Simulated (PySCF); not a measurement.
**Electron affinity of Ti by level of theory**

Ti⁻ [Ar] 3d3 4s2 (4F) → Ti [Ar] 3d2 4s2 (3F), as a difference of total energies. Computed with PySCF 2.14 in aug-cc-pVDZ, with the non-relativistic Hamiltonian (point nucleus). Correlated levels: valence: [Ar] frozen. The calculations carry no spin-orbit coupling.

```json
{"method": "UHF", "electron affinity (eV)": "-0.783"}
{"method": "MP2 (valence)", "electron affinity (eV)": "-0.582"}
{"method": "SCS-MP2 (valence)", "electron affinity (eV)": "-0.988"}
{"method": "CCSD (valence)", "electron affinity (eV)": "-0.269"}
{"method": "CCSD(T) (valence)", "electron affinity (eV)": "-0.169"}
```

These non-relativistic numbers lack the scalar-relativistic shift.

The reference lies between the lowest fine-structure levels, while these numbers refer to the centres of the terms.

Errors of the correlated levels include the incompleteness of this basis and the frozen core.

A negative affinity means that the anion lies above the atom at that level of theory.

The coupled-cluster amplitudes are large for Ti⁻ (T1 above 0.03 or a double amplitude above 0.15), so a single reference is strained.

For comparison: 0.076 eV (measured; photodetachment measurements, as compiled on the Wikipedia data page of electron affinities).
